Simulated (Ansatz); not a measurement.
VOCl3 (VCl3O). The state is a triplet with charge 0. Geometry PBE0-D4/def2-SVP, that of the neutral singlet.

```csv
atom,x (Å),y (Å),z (Å)
V1,-0.0341,0.0623,-0.0507
O2,-0.6306,1.1520,-0.9387
Cl3,1.9908,0.5776,0.3468
Cl4,-0.1579,-1.7812,-1.1044
Cl5,-1.1682,-0.0107,1.7471
```

At PBE-D4/def2-TZVP an occupied level of the charge 0 triplet lies above an empty one (by up to 0.00 eV), so this SCF solution is probably not the lowest. At PBE-D4/def2-TZVP, r2SCAN-D4/def2-TZVP the gap within one spin of the charge 0 triplet nearly closes, so an electron or hole may be smeared out by delocalisation error. At PBE0-D4/def2-TZVP a singlet of charge 0 lies 3.06 eV below the triplet at the same geometry.

Q: Estimate the α-spin orbital energies around the gap (eV) in Ansatz with PBE-D4/def2-TZVP, r2SCAN-D4/def2-TZVP, PBE0-D4/def2-TZVP.

A: 
```json
{"orbital": "HOMO−5", "PBE-D4/def2-TZVP": "-9.49", "r2SCAN-D4/def2-TZVP": "-9.94", "PBE0-D4/def2-TZVP": "-11.13"}
{"orbital": "HOMO−4", "PBE-D4/def2-TZVP": "-9.07", "r2SCAN-D4/def2-TZVP": "-9.50", "PBE0-D4/def2-TZVP": "-10.53"}
{"orbital": "HOMO−3", "PBE-D4/def2-TZVP": "-8.81", "r2SCAN-D4/def2-TZVP": "-9.30", "PBE0-D4/def2-TZVP": "-10.45"}
{"orbital": "HOMO−2", "PBE-D4/def2-TZVP": "-8.53", "r2SCAN-D4/def2-TZVP": "-8.95", "PBE0-D4/def2-TZVP": "-9.93"}
{"orbital": "HOMO−1", "PBE-D4/def2-TZVP": "-8.36", "r2SCAN-D4/def2-TZVP": "-8.79", "PBE0-D4/def2-TZVP": "-9.87"}
{"orbital": "HOMO", "PBE-D4/def2-TZVP": "-4.72", "r2SCAN-D4/def2-TZVP": "-5.32", "PBE0-D4/def2-TZVP": "-7.04"}
{"orbital": "LUMO", "PBE-D4/def2-TZVP": "-4.27", "r2SCAN-D4/def2-TZVP": "-4.25", "PBE0-D4/def2-TZVP": "-3.16"}
{"orbital": "LUMO+1", "PBE-D4/def2-TZVP": "-2.96", "r2SCAN-D4/def2-TZVP": "-3.02", "PBE0-D4/def2-TZVP": "-1.82"}
{"orbital": "LUMO+2", "PBE-D4/def2-TZVP": "-2.75", "r2SCAN-D4/def2-TZVP": "-2.70", "PBE0-D4/def2-TZVP": "-1.66"}
{"orbital": "LUMO+3", "PBE-D4/def2-TZVP": "-2.05", "r2SCAN-D4/def2-TZVP": "-2.02", "PBE0-D4/def2-TZVP": "-1.14"}
{"orbital": "LUMO+4", "PBE-D4/def2-TZVP": "-0.33", "r2SCAN-D4/def2-TZVP": "0.31", "PBE0-D4/def2-TZVP": "0.29"}
{"orbital": "LUMO+5", "PBE-D4/def2-TZVP": "2.65", "r2SCAN-D4/def2-TZVP": "3.12", "PBE0-D4/def2-TZVP": "3.39"}
{"orbital": "β HOMO", "PBE-D4/def2-TZVP": "-8.17", "r2SCAN-D4/def2-TZVP": "-8.52", "PBE0-D4/def2-TZVP": "-9.43"}
{"orbital": "β LUMO", "PBE-D4/def2-TZVP": "-8.17", "r2SCAN-D4/def2-TZVP": "-8.41", "PBE0-D4/def2-TZVP": "-7.96"}
```
